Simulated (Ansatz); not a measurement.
Isomers of Ge₃H (doublet), relaxed with PBE0-D4/def2-SVP; total energies from Ansatz at PBE-QIDH/def2-TZVP.

```tsv
isomer	description	energy (Eh)
A	point group C2v; 3 × Ge–Ge 2.45 to 2.56 Å; 2 × Ge–H 1.75 Å	-6229.80520
B	point group Cs; 3 × Ge–Ge 2.27 to 2.52 Å; 1 × Ge–H 1.54 Å	-6229.79811
```

Correlated methods freeze 27 core orbitals; core or outer-core shells of Ge are correlated, in sets that lack core-valence functions.

The isomers come from a short search, and lower ones may exist.

Q: Work out the relative energies (1 Eh = 2625.5 kJ/mol) and the Boltzmann populations at 298 K from electronic energies alone (R = 8.314 J/mol/K).

A: ΔE: A 0.0, B 18.6 kJ/mol. RT = 2.48 kJ/mol. Factors exp(−ΔE/RT): A 1, B 0.000553; sum 1.001. Populations: A 99.9 %, B 0.1 %. Zero-point energy, vibrational entropy and symmetry numbers are left out and can shift these; an error of 4 kJ/mol changes a ratio by a factor of 5.0. Over the other density-functional and correlated levels in def2 sets, the gap between A and B ranges from 20 to 29 kJ/mol.
